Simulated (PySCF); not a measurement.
PySCF job for Si(CCH)(Cl)2(H) (C2H2Cl2Si), SMILES C#C[SiH](Cl)Cl, PBE0/pcSseg-1. The structure is a stationary point at B3LYP-D3(BJ)/def2-SVP.

```python
import numpy as np
from pyscf import gto, scf, dft
from pyscf.prop.nmr import rks as nmr

mol = gto.M(
    atom='''
    Si   -0.01071187   -0.53863564    0.00000000
    Cl   -0.92811486    0.22258995    1.68501908
    Cl   -0.92811486    0.22258995   -1.68501909
    C     1.73851155   -0.04007223    0.00000000
    C     2.91314230    0.27685803    0.00000000
    H    -0.15472089   -2.00764288   -0.00000000
    H     3.95066915    0.55976871    0.00000001
    ''',
    basis='pcSseg-1',
    charge=0,
    spin=0,
    max_memory=1600,
    verbose=3,
)
mf = dft.RKS(mol, xc='pbe0')
mf.grids.level = 3
mf.conv_tol = 1e-10
mf.max_cycle = 100
mf.kernel()
n = nmr.NMR(mf)
n.verbose = 2
n.max_cycle_cphf = 60
sigma = n.kernel()
print('atom   isotropic/ppm   span/ppm')
for i, s in enumerate(sigma):
    w = np.linalg.eigvalsh((s + s.T) / 2)
    print(f'{mol.atom_symbol(i):2s}{i + 1:3d} {w.mean():14.3f} {w[2] - w[0]:11.3f}')
```

Program output:

```
converged SCF energy = -1286.76774857142
atom   isotropic/ppm   span/ppm
Si  1        365.781      70.614
Cl  2        856.839     272.531
Cl  3        856.839     272.531
C   4         99.460     293.539
C   5         77.771     237.481
H   6         25.665       9.357
H   7         28.526      13.958
```

Self-consistency was reached.
